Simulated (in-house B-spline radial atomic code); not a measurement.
Checks on a self-consistent run for Au VIII (Au7+), [Xe] 4f13 5d4 6g1. Computed with an all-electron radial atomic-structure program (B-spline basis): Dirac-Hartree-Fock, average of configuration, Fermi nucleus of rms radius 5.4371 fm.

| orbital | q | ε (Eh) | <1/r> | <r²> | small-component weight |
| --- | --- | --- | --- | --- | --- |
| 1s1/2 | 2 | -2991.26920 | 95.6776 | 0.000393292 | 0.089988 |
| 2s1/2 | 2 | -537.39467 | 23.5296 | 0.00593385 | 0.020643 |
| 2p1/2 | 2 | -514.47495 | 23.4433 | 0.00421317 | 0.020681 |
| 2p3/2 | 4 | -446.90918 | 19.125 | 0.00539737 | 0.018391 |
| 3s1/2 | 2 | -133.32680 | 8.65108 | 0.0384262 | 0.0069148 |
| 3p1/2 | 2 | -123.08370 | 8.54986 | 0.0351398 | 0.0068435 |
| 3p3/2 | 4 | -107.96679 | 7.43076 | 0.0414932 | 0.0061921 |
| 3d3/2 | 4 | -91.18326 | 7.30822 | 0.0319395 | 0.0060464 |
| 3d5/2 | 6 | -87.96672 | 7.05264 | 0.0336725 | 0.0058676 |
| 4s1/2 | 2 | -34.24749 | 3.65077 | 0.185812 | 0.0023272 |
| 4p1/2 | 2 | -29.83401 | 3.54009 | 0.189804 | 0.0022339 |
| 4p3/2 | 4 | -26.13648 | 3.17171 | 0.220142 | 0.0020072 |
| 4d3/2 | 4 | -18.89699 | 2.96558 | 0.2323 | 0.0018026 |
| 4d5/2 | 6 | -18.19667 | 2.87735 | 0.243201 | 0.0017382 |
| 5s1/2 | 2 | -9.26103 | 1.50877 | 0.910104 | 0.0006072 |
| 5p1/2 | 2 | -7.63607 | 1.40851 | 1.02526 | 0.00054439 |
| 5p3/2 | 4 | -6.91131 | 1.28533 | 1.18116 | 0.00048153 |
| 4f5/2 | 5.5714 | -8.91716 | 2.53064 | 0.274711 | 0.0013867 |
| 4f7/2 | 7.4286 | -8.76718 | 2.49709 | 0.281557 | 0.0013605 |
| 5d3/2 | 1.6 | -4.68156 | 1.08231 | 1.62026 | 0.00035826 |
| 5d5/2 | 2.4 | -4.58456 | 1.05484 | 1.69048 | 0.00034413 |
| 6g7/2 | 0.44444 | -0.90610 | 0.236552 | 31.9397 | 2.7001e-05 |
| 6g9/2 | 0.55556 | -0.90641 | 0.236732 | 31.9081 | 2.7047e-05 |

Electron-electron repulsion V_ee = 6692.3379 hartree.

(1) What total energy follows from the eigenvalues?

(2) Does the Dirac virial theorem hold?

(3) What diamagnetic shielding (Lamb formula) and susceptibility (Langevin formula) do the radii give?

Answers

(1) The eigenvalues count the repulsion twice, so E = Σqε - V_ee = -12324.261 - 6692.338 = -19016.599 hartree; the run printed -19016.599.

(2) For a point nucleus E = -2c²Σq·w, with w the small-component weight. Here Σq·w = 0.50615 and c = 137.0360, so the ratio E/(-2c²Σq·w) is 1.000365; the finite nucleus accounts for the departure from 1.

(3) σ = (α²/3)Σq<1/r> = 601.795/(3·137.036²) = 10682 ppm, and χ = -0.79199×10⁻⁶·Σq<r²> = -43.95×10⁻⁶ cm³/mol with Σq<r²> = 55.495 bohr². Both are non-relativistic formulas without the paramagnetism of open shells; for so heavy an element the full relativistic shielding is larger by tens of per cent.
